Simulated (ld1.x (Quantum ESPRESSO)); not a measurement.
**What one change does to a pseudopotential (neodymium (Nd), TM)**

- Element: neodymium (Nd)
- Generator: ld1.x (Quantum ESPRESSO) 7.5
- Type: norm-conserving Troullier–Martins (Kleinman–Bylander form)
- Functional: PBE
- Relativity: scalar-relativistic
- Frozen core: [Kr] 4d10 4f3
- Valence charge: 11
- Reference configuration: 5s2 5p6 5d0 6s0 6p0 (charge +3)
- Partial waves: 5p (bound): rc 1.70 bohr; 5d (bound, empty): rc 2.95 bohr; 5s (bound): rc 1.85 bohr
- Local potential: the s channel
- Core correction: Bessel-smoothed model core inside 0.80 bohr

Change: all radii but the core radius scaled by about 1.15 (s 2.14, p 1.96, d 3.40 bohr).

Cutoffs: the cutoffs (Ry, on a coarse ladder) from which the occupation-weighted sum of valence levels, in a spherical-Bessel basis at the reference potential, stays within 10 and 1 mRy of its value at 400 Ry; they do not see the model core or the augmentation charge, which bear on the density cutoff. Errors are all-electron minus pseudo energies relative to the spin-unpolarised reference configuration.

Problem. Predict the effect on cutoff, ghosts and configuration errors.

Solution. The potential gets softer (55 Ry and 80 Ry → 40 Ry and 55 Ry); of the 7 tests that both files solve, the error grows in 6 and shrinks in 1 by more than 15 % and 0.3 meV (median size 191.7 → 697.7 meV); neither file shows a bound ghost at the reference potential, the only one tested. A larger radius leaves more room for a smooth pseudo-wave, so fewer plane waves are needed.

| quantity | base | changed |
| --- | --- | --- |
| cutoff, loose | 55 Ry | 40 Ry |
| cutoff, tight | 80 Ry | 55 Ry |
| loose cutoff by channel (10 mRy a level) | p 30 Ry, s 35 Ry | p 25 Ry, s 18 Ry |
| bound ghosts | none | none |
| error for 5s2 5p6 5d1 6s2 6p0, meV [ΔE -37.20 eV] | +290 | +1023 |
| error for 5s2 5p6 5d1 6s1 6p0, meV [ΔE -30.93 eV] | +192 | +698 |
| error for 5s2 5p6 5d1 6s0 6p0, meV [ΔE -19.50 eV] | -29 | -21 |
| error for 5s2 5p6 5d2 6s1 6p0, meV [ΔE -36.05 eV] | +56 | +395 |
| error for 5s2 5p6 5d1 6s1.5 6p0, meV [ΔE -34.68 eV] | +251 | +895 |
| error for 5s2 5p6 5d1.5 6s1.5 6p0, meV [ΔE -36.67 eV] | +165 | +690 |
| error for 5s2 5p6 5d0 6s2 6p0, meV [ΔE -30.85 eV] | +534 | +1637 |

Base: These tests converged, but a pseudo level misses the all-electron one widely, so the file describes the atom poorly there or has found another state: 5s2 5p6 5d1 6s0 6p0: empty 6p by 7.2 eV.
